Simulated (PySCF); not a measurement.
## From computed data to an observable: entropy of an ideal gas

C₄H₃S, SMILES [c]1cccs1, multiplicity 2.

Geometry: PBE-D3(BJ)/def2-SVP. The isomer is the one that the SMILES or the coordinates give; other isomers of the formula were not compared.

PBE-D3(BJ)/def2-SVP (PySCF) gives the harmonic wavenumbers 349, 508, 595, 648, 709, 748, 809, 837, 868, 1016, 1045, 1167, 1298, 1415, 1520, 3138, 3161, 3182 cm⁻¹ and the rotational temperatures 0.4235, 0.2501, 0.1572 K. The molar mass is 83.13 g/mol, the symmetry number 1, the spin multiplicity 2.

Question: Work out the entropy at 298.15 K and 1 atm in the rigid-rotor, harmonic-oscillator model.

Answer: 
Translation (Sackur–Tetrode at 1 atm): S = R[1.5 ln M + 2.5 ln T − 1.16487] = 163.9 J/(mol K).
Rotation: q = (√π/σ) T^1.5/√(θA θB θC) = 70700, S = R[ln q + 3/2] = 105.3 J/(mol K).
Vibration: with u = 1.4388 ν/T, each mode gives R[u/(e^u − 1) − ln(1 − e^−u)]:
```json
[
 {"ν (cm⁻¹)": "349", "modes": "1", "u": "1.68", "S (J/(mol K))": "4.90"},
 {"ν (cm⁻¹)": "508", "modes": "1", "u": "2.45", "S (J/(mol K))": "2.67"},
 {"ν (cm⁻¹)": "595", "modes": "1", "u": "2.87", "S (J/(mol K))": "1.92"},
 {"ν (cm⁻¹)": "648", "modes": "1", "u": "3.13", "S (J/(mol K))": "1.57"},
 {"ν (cm⁻¹)": "709", "modes": "1", "u": "3.42", "S (J/(mol K))": "1.24"},
 {"ν (cm⁻¹)": "748", "modes": "1", "u": "3.61", "S (J/(mol K))": "1.06"},
 {"ν (cm⁻¹)": "809", "modes": "1", "u": "3.90", "S (J/(mol K))": "0.84"},
 {"ν (cm⁻¹)": "837", "modes": "1", "u": "4.04", "S (J/(mol K))": "0.75"},
 {"ν (cm⁻¹)": "868", "modes": "1", "u": "4.19", "S (J/(mol K))": "0.66"},
 {"ν (cm⁻¹)": "1016", "modes": "1", "u": "4.90", "S (J/(mol K))": "0.37"},
 {"ν (cm⁻¹)": "1045", "modes": "1", "u": "5.04", "S (J/(mol K))": "0.33"},
 {"ν (cm⁻¹)": "1167", "modes": "1", "u": "5.63", "S (J/(mol K))": "0.20"},
 {"ν (cm⁻¹)": "1298", "modes": "1", "u": "6.26", "S (J/(mol K))": "0.12"},
 {"ν (cm⁻¹)": "1415", "modes": "1", "u": "6.83", "S (J/(mol K))": "0.07"},
 {"ν (cm⁻¹)": "1520", "modes": "1", "u": "7.34", "S (J/(mol K))": "0.05"}
]
```
The stiffer modes add less than 0.005 each. Sum 16.7 J/(mol K).
Spin: R ln 2 = 5.8 J/(mol K).
Total 291.7 J/(mol K); the program's own thermochemistry gives 291.7. Translation makes up 56 % and vibration 6 %. Anharmonicity, hindered rotation and orbital degeneracy are left out.
